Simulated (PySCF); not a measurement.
Some computed properties have been withheld. Give your best values.

Compound: C7H12O4.
InChI=1S/C7H12O4/c1-7(2,3)11-6(9)5(8)10-4/h1-4H3

Conformer (atom-mapped SMILES and torsion angles): `[CH3:1][O:2][C:3](=[O:4])[C:5](=[O:6])[O:7][C:8]([CH3:9])([CH3:10])[CH3:11]`: C1–O2–C3–O4 0°, O2–C3–C5–O6 0°, C3–C5–O7–C8 180°, C5–O7–C8–C9 180°.

```tsv
property	level	value
point group of the GFN2-xTB geometry	GFN2-xTB	Cs
rotational constants A, B, C of the GFN2-xTB geometry	GFN2-xTB	?
dipole moment	PBE0/pcSseg-1	0.51 D
HOMO energy	PBE0/pcSseg-1	?
LUMO energy	PBE0/pcSseg-1	?
13C chemical shifts (computed TMS as zero) by class	GIAO PBE0/pcSseg-1	?
1H chemical shifts (computed TMS as zero) by class	GIAO PBE0/pcSseg-1	3.99 (3 H), 1.62 (9 H) ppm
isotropic shieldings of nuclei other than C and H, by class	GIAO PBE0/pcSseg-1	-103 (1 O), -100 (1 O), 88 (1 O), 143 (1 O) ppm
```

The electronic properties come from PySCF, for the isolated species, density fitting. GFN2-xTB frequencies show an imaginary mode (22i cm⁻¹), so this geometry is no minimum at that level. NMR classes are plain means over equivalent atoms (diastereotopic ones count apart unless rotation or inversion swaps them), as if these changed places fast; in this geometry the members of some classes differ.

(1) What are the rotational constants A, B, C of the GFN2-xTB geometry?

(2) The LUMO energy?

(3) Give the 13C chemical shifts (computed TMS as zero) by class.

(4) What is the HOMO energy?

Answers

(1) 2.502, 0.588, 0.534 GHz.

(2) -1.44 eV.

(3) 165.4 (1 C), 162.2 (1 C), 83.4 (1 C), 54.9 (1 C), 28.5 (3 C) ppm.

(4) -7.63 eV.

The rotational constants make it an asymmetric top with κ = (2B − A − C)/(A − C) = -0.94, nearer the prolate limit (−1). The dipole equals about 1.7 × 10⁻³⁰ C·m (1 D = 3.33564 × 10⁻³⁰ C·m). With B = h/(8π²I), that is 505.379 GHz u Å² over I, the principal moments of inertia are 202.0, 859.2 and 946.9 u Å² (most abundant isotopes); the inertial defect Ic − Ia − Ib is -114.3 u Å² (zero for a rigid planar frame, negative otherwise).

For the NMR shielding job (PBE0/pcSseg-1), cost: about 2.7 min of CPU time on one thread; the machine was shared, so the figure is rough.

One conformer stands for the species.
